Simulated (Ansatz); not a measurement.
System: BAsH4, charge 0, singlet. BAsH4 (SMILES B[AsH2]).
B3LYP-D3(BJ)/def2-TZVP minimum from Ansatz (a first-principles code):
```
B
H 1 1.1883
H 1 1.1883 2 120.50
As 1 1.9917 2 119.44 3 170.86
H 4 1.5153 1 100.06 2 144.24
H 4 1.5153 5 97.38 1 101.64
```
Charge 0, spin multiplicity 1.

Hartree-Fock and MP2 correlation energies in hartree (Ansatz). UHF or UKS for unpaired electrons; spin-orbit terms are left out. Correlated methods leave the cores frozen (noble-gas shells, and filled d and f shells in the p block). No relativity.

```csv
basis,X,E(HF),"E(corr, MP2)"
cc-pVTZ,3,-2261.23284,-0.24929
cc-pVQZ,4,-2261.23796,-0.26665
cc-pV5Z,5,-2261.23877,withheld
```

### Question
Fit E(corr) = E∞ + A/X³ to X = 3 and 4, predict X = 5, and compare with the run.

### Answer
A = (-0.24929 - (-0.26665))/(1/27 - 1/64) = 0.8108; E∞ = -0.26665 - A/64 = -0.27932; at X = 5, E∞ + A/125 = -0.27283. The run gave -0.27387, 1.04 mEh below the prediction. The same form on X = 4 and 5 gives E∞ = -0.28145, 2.13 mEh below the first estimate.
